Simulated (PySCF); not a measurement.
## Xe⁺: excitation energy

Xe⁺ [Kr] 4d10 5s2 5p5 (2P) → Xe⁺ [Kr] 4d10 5s2 5p4 5d1 (high-spin determinant), as a difference of total energies. All numbers are calculated (PySCF 2.14, a scalar-relativistic core potential, in aug-cc-pwCVTZ-PP with ECP28MDF (8s7p6d4f1g, 96 functions)). Correlated levels: valence: 4s2 4p6 4d10 frozen. The calculations carry no spin-orbit coupling.

| method | excitation energy (cm⁻¹) |
| --- | --- |
| UHF | 90933 |
| MP2 (valence) | 95384 |
| SCS-MP2 (valence) | 96152 |
| CCSD (valence) | 94750 |
| CCSD(T) (valence) | 94600 |

The promoted electron is Rydberg-like, and one or two diffuse shells describe it only roughly, which tends to raise the upper state.

The determinant of the upper state mixes LS terms, which raises its energy above the lowest term, most at the Hartree-Fock and MP2 levels.
